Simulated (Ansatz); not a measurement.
Job for Ansatz (an electronic-structure program): U-wB97X-V/def2-TZVPP on ZnS, 2S+1 = 3, a spin state set in the input, which need not be the lowest, a point of a bond scan (R = 2.264 Å).

Ansatz 0.2 input:
```yaml
crystal:
  periodic: [false, false, false]
  atoms:
    - {symbol: Zn, position_ang: [0.00000000, 0.00000000, 0.00000000]}
    - {symbol: S, position_ang: [0.00000000, 0.00000000, 2.26372000]}
basis:
  gaussian:
    orbitals: def2-TZVPP
    pivot_positions_ang: [[0.00000000, 0.00000000, 0.00000000], [0.00000000, 0.00000000, 2.26372000]]
hamiltonian:
  xc: {name: wB97X-V}
magnetization: {spin_polarized: true, initial_magnetization: 2}
output: {forces: true, orbitals: {seedname: ./end}}
```

Program output:

```
WARN ansatz: RAYON_NUM_THREADS=1 ignored (pool sized by the plan → 1); use --threads N
Functional definition: wB97X-V
integrals: 0.05 GiB planned
827 factors; their error is unknown
integrals: 0.08 GiB planned
121 factors; integrals over basis functions are off by at most 4.2e-5 eV
mean field: 0.69 GiB planned
mean field evaluation 1: about -59246.5978 eV, gradient 1.7e1 eV
mean field evaluation 2: about -59246.6223 eV, gradient 2.6e1 eV
mean field evaluation 4: about -59247.6188 eV, gradient 9.9e-1 eV
mean field evaluation 8: about -59247.7073 eV, gradient 7.8e-2 eV
mean field evaluation 16: about -59247.7076 eV, gradient 6.9e-5 eV
mean field -59247.70757132 eV, -2177.3130937075 hartree, gradient 6.9e-5 eV, S^2 2.009519; 0 other end points of the search recorded, 0 dependent functions left out
the calculation of the forces begins
reference -59247.70757141 eV, -2177.3130937107 hartree; 24, 22 occupied and 82, 84 virtual orbitals, 827 factors
Total energy: -59247.70757141 eV, -2177.3130937107 hartree
Atom 0 at     0.000000     0.000000     0.000000 Å, force    -0.000000     0.000000     0.205810 eV/Å
Atom 1 at     0.000000     0.000000     2.263720 Å, force     0.000000     0.000000    -0.205810 eV/Å
Dipole moment:     0.000000     0.000000    -0.435737 e Å
```

Self-consistency was reached.

Cost: around 8 core-seconds (rough).
